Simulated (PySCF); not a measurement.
Nuclear quadrupole coupling in `C=CCNN(C)[SiH](C)C`

Species: C₆H₁₆N₂Si.
Geometry (GFN2-xTB, Å), atoms numbered from 1 in this order:
```xyz
25
C6H16N2Si angstrom
C      4.1552    0.3420    0.4708
C      2.9174    0.7985    0.4866
C      1.7297    0.0486   -0.0231
N      0.6906   -0.0195    1.0012
N     -0.5135   -0.6228    0.5646
C     -0.4967   -2.0453    0.8176
Si    -1.5330    0.1076   -0.6304
C     -3.2745   -0.6108   -0.4249
C     -1.5180    1.9723   -0.2607
H      4.3926   -0.6362    0.0865
H      4.9835    0.9260    0.8336
H      2.7028    1.7845    0.8793
H      1.3583    0.5421   -0.9399
H      2.0103   -0.9753   -0.2817
H      0.4672    0.9211    1.3158
H     -1.4971   -2.4423    0.6753
H     -0.1797   -2.2156    1.8470
H      0.1891   -2.5784    0.1507
H     -1.1128   -0.0929   -2.0390
H     -3.6006   -0.5958    0.6102
H     -3.3277   -1.6357   -0.7768
H     -3.9876   -0.0337   -1.0038
H     -0.5547    2.4242   -0.4786
H     -1.7568    2.1787    0.7793
H     -2.2547    2.4829   -0.8718
```

Field gradients from the PBE0/pcSseg-1 density (PySCF, non-relativistic), principal values in atomic units, ordered |Vxx| ≤ |Vyy| ≤ |Vzz|:

```json
{"atom": "N4", "Vxx": "0.4108", "Vyy": "0.9886", "Vzz": "-1.3994"}
{"atom": "N5", "Vxx": "0.3060", "Vyy": "1.0527", "Vzz": "-1.3587"}
```

**Question.** Find the asymmetry η = (Vxx − Vyy)/Vzz and the couplings χ = eQV/h (234.96 MHz × Q in barn × V in au), with Q(14N) = 0.02044 b.

**Answer.** 
```json
{"atom": "N4", "environment": "hydrazine nitrogen", "nucleus": "14N", "η": "0.41", "χzz (MHz)": "-6.72", "χxx (MHz)": "1.97", "χyy (MHz)": "4.75"}
{"atom": "N5", "environment": "hydrazine nitrogen", "nucleus": "14N", "η": "0.55", "χzz (MHz)": "-6.53", "χxx (MHz)": "1.47", "χyy (MHz)": "5.06"}
```

**Question.** What is Vzz at N4 in SI units (1 au = 9.71736 × 10²¹ V/m²)?

**Answer.** -1.3994 au = -13.598 × 10²¹ V/m².

**Question.** And the gradient at the other heavy atoms, for which no coupling is worked out here?

**Answer.** 
```
atom                   environment  Vzz (au)     η
  C1          terminal =CH2 carbon     0.305  0.41
  C2              alkene CH carbon     0.314  0.59
  C3  sp3 carbon bound to nitrogen     0.177  0.39
  C6               N-methyl carbon     0.237  0.19
 Si7                   SiH silicon     0.201  0.15
  C8              Si-methyl carbon    -0.064  0.24
  C9              Si-methyl carbon    -0.076  0.14
```

Were the hydrogens deuterons (Q(2H) = 0.00286 b), χzz would run from 100 kHz (H19) to 258 kHz (H15).

Geometry: GFN2-xTB, one conformer, isolated molecule. GFN2-xTB bond lengths can be off by several hundredths of an ångström, more for odd bonds, and the gradients follow them. These gradients aren't converged with respect to the basis.
